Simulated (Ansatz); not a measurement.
TiCl₄⁻. The state is a doublet with charge -1. Geometry PBE-D4/def2-SVPD.

```xyz
5

Ti    0.000    0.000    0.000
Cl   -2.153   -0.719   -0.339
Cl    0.189    1.189    1.954
Cl    0.513    1.297   -1.823
Cl    1.451   -1.766    0.208
```

At PBE-D4/def2-TZVPD the highest occupied level of the relaxed charge -1 doublet lies above zero (up to 0.25 eV). By energy differences its removal costs 2.22 eV (each at its own geometry, to the charge 0 singlet, at PBE-D4/def2-TZVPD); the vertical value is larger still, so the positive level points to self-interaction error. No other spin state of charge -1 was run.

**Question.** Estimate the α-spin orbital energies around the gap (eV) in Ansatz with PBE-D4/def2-TZVPD, PBE0-D4/def2-TZVPD.

**Answer.** 
| orbital | PBE-D4/def2-TZVPD | PBE0-D4/def2-TZVPD |
| --- | --- | --- |
| HOMO−5 | -3.92 | -5.35 |
| HOMO−4 | -3.92 | -5.35 |
| HOMO−3 | -3.32 | -4.70 |
| HOMO−2 | -3.30 | -4.63 |
| HOMO−1 | -3.30 | -4.63 |
| HOMO | 0.25 | -2.05 |
| LUMO | 0.40 | 1.42 |
| LUMO+1 | 1.16 | 2.09 |
| LUMO+2 | 1.16 | 2.09 |
| LUMO+3 | 1.46 | 2.48 |
| LUMO+4 | 2.66 | 3.11 |
| LUMO+5 | 3.17 | 3.55 |
| β HOMO | -3.28 | -4.64 |
| β LUMO | 0.89 | 1.97 |
